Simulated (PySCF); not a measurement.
**Molecular orbitals of MoO**

r²SCAN0 at R = 1.684 Å; basis Mo def2-TZVPPD with ECP28, O def2-TZVPPD; scalar-relativistic core potentials; PySCF 2.14. State: ⁵Π (quintet), unpaired electrons σ ↑, π ↑, δ ↑↑. Only the outer orbitals are listed, counted within each symmetry, core potentials removing the inner ones.

| spin | orbital | occ. | ε (eV) | on Mo (%) | main shells (%) |
| --- | --- | --- | --- | --- | --- |
| α | 4σ | 1 | -25.54 | 10 | 90 O s |
| α | 2π | 1 | -10.85 | 38 | 62 O p, 37 Mo d |
| α | 5σ | 1 | -10.64 | 34 | 60 O p, 33 Mo d |
| α | 2π | 1 | -9.98 | 38 | 61 O p, 36 Mo d |
| α | 1δ | 1 | -7.58 | 100 | 100 Mo d |
| α | 1δ | 1 | -7.55 | 99 | 99 Mo d |
| α | 6σ | 1 | -6.30 | 94 | 76 Mo s, 14 Mo d |
| α | 3π | 1 | -5.45 | 70 | 55 Mo d, 30 O p, 14 Mo p |
| α | 3π | 0 | -2.64 | 77 | 49 Mo d, 28 Mo p, 23 O p |
| α | 7σ | 0 | -1.41 | 81 | 39 Mo p, 30 Mo d, 18 O p |
| β | 3σ | 1 | -44.25 | 94 | 94 Mo p |
| β | 1π | 1 | -42.71 | 100 | 100 Mo p |
| β | 1π | 1 | -41.98 | 100 | 100 Mo p |
| β | 4σ | 1 | -25.77 | 10 | 90 O s |
| β | 5σ | 1 | -10.40 | 22 | 73 O p, 20 Mo d |
| β | 2π | 1 | -10.32 | 18 | 82 O p, 16 Mo d |
| β | 2π | 1 | -9.63 | 18 | 81 O p, 16 Mo d |
| β | 6σ | 0 | -1.81 | 108 | 95 Mo s |
| β | 1δ | 0 | -0.81 | 100 | 100 Mo d |
| β | 3π | 0 | -0.81 | 90 | 67 Mo d, 22 Mo p, 10 O p |

**Question.** Which are the highest filled and the lowest empty level, where do they sit, and how wide is the gap?

**Answer.** Highest filled α 3π at -5.45 eV (in %: 55 Mo d, 30 O p, 14 Mo p); lowest empty α 3π at -2.64 eV (in %: 49 Mo d, 28 Mo p, 23 O p); the gap at r²SCAN0 is 2.81 eV. Both belong to one degenerate shell, split only by its one-sided filling, so this is no excitation gap.

The bond order (Mayer) is 2.04 and the ⟨S²⟩ is 6.063. The charge on Mo (Mulliken, basis-dependent) is 0.61 and the charge on Mo (Löwdin, basis-dependent) is 0.59. The dipole moment (positive dipole means Mo(−)O(+)) is -3.48 D.

Shares are Mulliken populations and can fall outside 0 to 100 %.

Spin–orbit coupling is left out. The state is the lowest single determinant that the PBE0 search found; with open d or f shells the true ground state can be another one.
